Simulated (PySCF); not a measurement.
**Assignment exercise: C6H11O2P**

Atom-mapped SMILES (the numbers label the heavy atoms): `[CH3:1][C:2](=[O:3])[P:4]1[CH2:5][CH2:6][O:7][CH2:8][CH2:9]1`; H(Xn) means a hydrogen on atom n.

[PySCF 2.14.0 with density-fitted response routines: structure optimised with GFN2-xTB; GIAO PBE0/pcSseg-1 shieldings; averaged over atoms made equivalent by symmetry, fast rotation or ring inversion; a single conformation; relativity neglected; no solvent model]

References, each an isolated molecule treated in the same way: ¹³C, ¹H against TMS.

Task: Assign these signals to the numbered atoms. ¹³C{¹H} NMR (computed): δ 231.5, 69.0, 34.5, 24.4.

Result: 
231.5 → C2, carbonyl carbon
69.0 → C6/C8, sp3 CH2 bonded to O: deshielded by the electronegative neighbour
34.5 → C1, methyl carbon α to a carbonyl: the adjacent C=O deshields it moderately
24.4 → C5/C9, sp3 CH2 bonded to P

Task: Assign these signals to the numbered atoms. ¹H NMR (400 MHz, computed): δ 3.84 (m, 4H), 2.43 (m, 3H), 1.86 (m, 4H).

Result: 
```tsv
δ (ppm)	atoms	environment	reason
3.84	H(C6)/H(C8)	hydrogen on an sp3 CH2 bonded to O	its carbon carries O, an electronegative neighbour
2.43	H(C1)	hydrogen on a methyl carbon α to a carbonyl	α to C=O
1.86	H(C5)/H(C9)	hydrogen on an sp3 CH2 bonded to P	–
```

Splittings by ³¹P in the carbon and heteronuclear signals aren't shown, as no couplings were computed. Shifts are as computed. Against solution values, carbons near 30 ppm lie about +3 ppm off and those near 130 ppm about +5 ppm. Of 1211 compounds with measured shifts, 218 miss one by over three times the rms of a fit or turn the order of signals round; such compounds aren't used in these exercises. Multiplicities follow the n + 1 count of equivalent neighbours, as no J values were calculated; m marks all less simple cases, F and P coupling included.
